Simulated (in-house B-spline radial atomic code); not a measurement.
Al³⁺. Computed with a B-spline radial atomic code. Model: all-electron spherical atom, spin shells full or empty, radial basis limit, no spin-orbit coupling: exact exchange with a local potential (Slater, KLI or optimised effective potential, whose far tail is KLI's), no correlation.

Exchange potential has not reached -1/r at the last radius.

The run also made RPA and GW results, which its time includes.

The Slater potential averages the orbital exchange potentials with the orbital densities as weights, KLI adds orbital constants, and the optimised effective potential minimises the exact-exchange energy among local potentials. So their energies lie above Hartree-Fock in the order OEP, KLI, Slater. All fall off as −1/r, unlike LDA and GGA exchange.

Command:
```bash
python run_gw.py task.json out
```
Settings (lengths in bohr, energies in hartree):
```
Z                      13
electrons              10
configuration          [He] 2s2 2p6
hamiltonian            nr
method                 slater
lmax                   9
spin_polarised         False
box_radius             14.14
intervals              66
```

Cost of the run: 1.7 s on 1 thread of Intel(R) Xeon(R) Platinum 8259CL CPU @ 2.50GHz (Skylake/Cascade Lake), with other jobs on the host.

Given: hamiltonian non-relativistic; mean-field start Slater potential.

Computed: energy above Hartree-Fock 43.206 millihartree; virial ratio -E/T less 1 -0.018097.

| radius (bohr) | r times exchange potential (hartree bohr) |
| --- | --- |
| 0.00385 | -0.049858 |
| 0.00458 | -0.059273 |
| 0.00546 | -0.070596 |
| 0.0065 | -0.083936 |
| 0.00775 | -0.099903 |
| 0.00923 | -0.1187 |
| 0.011 | -0.14099 |
| 0.0131 | -0.16714 |
| 0.0156 | -0.1978 |
| 0.0186 | -0.23383 |
| 0.0222 | ? |
| 0.0264 | -0.32315 |
| 0.0314 | -0.37675 |
| 0.0375 | -0.43802 |
| 0.0446 | -0.50351 |
| 0.0532 | -0.57453 |
| 0.0634 | -0.6474 |
| 0.0755 | -0.71892 |
| 0.0899 | -0.78494 |
| 0.107 | -0.83949 |
| 0.128 | -0.87561 |
| 0.152 | -0.88205 |
| 0.181 | -0.858 |
| 0.216 | -0.82733 |
| 0.257 | -0.83994 |
| 0.306 | -0.91616 |
| 0.365 | -1.0354 |
| 0.435 | -1.1643 |
| 0.518 | -1.277 |
| 0.617 | -1.3566 |
| 0.735 | ? |
| 0.876 | -1.3896 |
| 1.04 | -1.355 |
| 1.24 | -1.3022 |
| 1.48 | -1.2442 |
| 1.76 | -1.191 |
| 2.1 | -1.1441 |

(1) What belongs in the row 0.0222?

(2) What belongs in the row 0.735?

```
occupied  level (hartree)  Hartree-Fock level (hartree)
      1s          -58.932                       -59.791
      2s          -5.9779                        -6.151
      2p          -4.5979                       -4.4722
```

```tsv
empty	level (hartree)
3s	-1.6637
3p	?
3d	-0.99938
4s	-0.77519
4p	-0.67368
```

(3) What belongs in the row 3p?

## Answers

(1) r times exchange potential (hartree bohr): -0.27588.

(2) r times exchange potential (hartree bohr): -1.3938.

(3) level (hartree): -1.3689.

The highest level, 2p, differs from Hartree-Fock by -3.4 eV and the deepest, 1s, by +23.4 eV: the Slater potential lacks the response part and is deeper than the optimised one throughout, so the top level comes too deep.
